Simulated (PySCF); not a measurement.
In(Me)(OH)(OMe), SMILES [O](C)[In]([CH3])[OH], PBE0/def2-SVP optimised geometry.

```
12

In    -0.85    -0.29     0.00
C     -1.95     1.55     0.00
H     -1.24     2.38    -0.02
H     -2.57     1.61     0.91
H     -2.61     1.59    -0.88
O     -1.47    -2.20     0.01
H     -2.43    -2.28     0.01
O      1.14    -0.29     0.00
C      1.93    -1.44     0.01
H      2.58    -1.47    -0.89
H      2.61    -1.44     0.89
H      1.36    -2.38     0.03
```

Density from PBE0/def2-TZVP, def2 effective core potentials past Kr in PySCF at that geometry. The core electrons that the potentials of In replace are not part of the density.

Minimum of the electron density along straight lines between bonded atoms, close to the bond critical point (lines longer than 1.1 times the sum of covalent radii, or with two minima, are not listed):

| bond | length / Å | ρ at the minimum / e bohr⁻³ | ∇²ρ there / e bohr⁻⁵ | position (fraction from the first atom) |
|---|---|---|---|---|
| In1–C2 | 2.139 | … | … | 0.52 |
| C2–H3 | 1.098 | 0.271 | -0.90 | 0.65 |
| C2–H4 | 1.099 | 0.269 | -0.89 | 0.64 |
| C2–H5 | 1.099 | 0.269 | -0.89 | 0.64 |
| In1–O6 | 2.005 | 0.110 | 0.48 | 0.52 |
| O6–H7 | 0.963 | 0.358 | -2.36 | 0.80 |
| In1–O8 | 1.994 | 0.111 | 0.50 | 0.52 |
| O8–C9 | 1.395 | 0.271 | … | 0.65 |
| C9–H10 | 1.108 | 0.274 | -0.93 | 0.64 |
| C9–H11 | 1.108 | 0.274 | -0.93 | 0.64 |
| C9–H12 | 1.107 | 0.275 | -0.94 | 0.64 |

Complete the blanks.


- In1–C2, ρ at the minimum / e bohr⁻³: 0.101
- In1–C2, ∇²ρ there / e bohr⁻⁵: 0.14
- O8–C9, ∇²ρ there / e bohr⁻⁵: -0.61
